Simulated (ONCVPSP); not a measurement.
**Cs (Z = 55), ONCV: configuration errors across variants**

| Quantity | Value |
| --- | --- |
| Element | Cs (Z = 55) |
| Generator | ONCVPSP 4.0.1 |
| Type | optimised norm-conserving Vanderbilt (ONCV) |
| Functional | PBE |
| Relativity | scalar-relativistic |
| Frozen core | [Kr] 4d10 |
| Valence charge | 9 |
| Reference configuration | 5s2 5p6 6s0.75 6p0.25 |
| Partial waves | 5s+6s: rc 3.15 bohr, ncon 4, nbas 7, qcut 3.1 1/bohr, 2 projectors; 5p+6p: rc 4.00 bohr, ncon 4, nbas 8, qcut 3.3 1/bohr, 2 projectors; d scattering state at 0.05 Ha: rc 4.05 bohr, ncon 4, nbas 9, qcut 2 1/bohr, 1 projector |
| Local potential | polynomial inside 2.10 bohr (lpopt 5, dvloc0 6 Ha) |
| Core correction | polynomial model core, fcfact 0.25 |

All-electron excitation energies from the reference (eV): (1) 5s2 5p6 6s1 6p0 -0.338; (2) 5s2 5p6 6s0 6p0 3.525; (3) 5s2 5p6 6s0.5 6p0 1.133; (4) 5s2 5p6 5d0.5 6s0.5 6p0 0.505.

1 further variants failed, have other tests or too few solved ones, and are left out.

Errors AE − PS in meV (a dash: test not solved or not reliable):

```tsv
change	(1)	(2)	(3)	(4)	bound ghosts	GHOST(+) flags above zero
base	-0.1	-1.2	-0.1	-2.4	none	none
local potential polynomial inside 2.65 bohr (lpopt 5, dvloc0 6 Ha)	-0.1	-1.2	-0.1	-2.8	none	none
d: qcut 2.7	-0.1	-1.2	-0.1	-1.6	none	none
p: rc 5.64	-0.4	-13	-1.8	-2.8	none	none
s: rc 3.68	-0.1	-1.2	-0.1	-2.4	none	none
d: qcut 1.2	-0.1	-1.2	-0.1	-2.9	none	none
all radii but the core radius scaled by about 0.78 (s 2.46, p 3.12, d 3.16 bohr); local potential polynomial inside 1.64 bohr (lpopt 5, dvloc0 6 Ha)	0.0	-0.3	-0.1	-1.1	none	s
```

Problem. Give the same row for: core correction polynomial model core, fcfact 0.48.

Solution. -0.1, -1.2, -0.1, -2.5; bound ghosts: none; GHOST(+) flags above zero: none.
